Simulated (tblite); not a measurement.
Start geometry of `C1(C=C)=CC(=C[SiH2]C1)C` from a force field or distance geometry (Å):
```
atom  x, y, z in Å
C1     2.8317   -0.8192    1.8061
C2     1.9323   -1.1315    0.8448
C3     0.7948   -0.3432    0.4302
C4    -0.0017   -0.8246   -0.5668
C5    -1.1952   -0.2208   -1.1359
C6    -1.8647   -1.0190   -2.2354
C7    -1.6889    0.9742   -0.7645
Si8   -0.9209    1.9986    0.5632
C9     0.5635    0.9907    1.1302
H10    3.6376   -1.4925    2.0428
H11    2.7703    0.1007    2.3781
H12    2.0826   -2.0904    0.3447
H13    0.2476   -1.7983   -0.9837
H14   -2.7407   -0.5119   -2.6346
H15   -2.1856   -1.9848   -1.8499
H16   -1.1716   -1.1796   -3.0551
H17   -2.5749    1.3988   -1.2129
H18   -1.8937    2.2004    1.6684
H19   -0.5132    3.3156    0.0195
H20    0.4408    0.8201    2.2110
H21    1.4409    1.6335    0.9996
```

Task: What comes out of this run: GFN2-xTB geometry optimisation, gas phase (tblite 0.8.0)?

Result: 
```
atom  x, y, z in Å
C1     2.795   -0.815    1.785
C2     1.909   -1.123    0.841
C3     0.770   -0.317    0.431
C4    -0.021   -0.796   -0.551
C5    -1.202   -0.206   -1.141
C6    -1.841   -1.029   -2.224
C7    -1.709    0.982   -0.770
Si8   -0.933    2.015    0.570
C9     0.568    0.991    1.135
H10    3.611   -1.477    2.023
H11    2.748    0.096    2.355
H12    2.022   -2.061    0.310
H13    0.247   -1.760   -0.970
H14   -2.719   -0.532   -2.629
H15   -2.141   -2.001   -1.831
H16   -1.133   -1.203   -3.034
H17   -2.597    1.340   -1.274
H18   -1.859    2.231    1.693
H19   -0.500    3.327    0.063
H20    0.493    0.781    2.204
H21    1.483    1.575    1.013
```

The energy falls by 2.4 kcal/mol over 27 L-BFGS steps, the largest force on an atom goes from 1.23 to 0.009 eV/Å, and the atoms move by 0.046 Å rms after alignment. The bond that changes most is C3–C9 (fully substituted alkene carbon to sp3 carbon bound to silicon), which shortens by 0.025 Å. Bonds longer at the end by more than 0.005 Å: 3 of 21; shorter: 10. Among the angles that change most is Si8–C7–H17, from 115.0° to 119.6°. Rotational constants go from 1949, 1052, 694.6 to 1945, 1066, 699.9 MHz. The orientation of the end geometry is arbitrary; only internal coordinates are fixed.

The run took 0.2 s wall on Arm Neoverse V2, one thread, shared host.

GFN2-xTB frequencies show an imaginary mode (30i cm⁻¹), so the point is no minimum at that level.

The numbers are calculated, not measured.
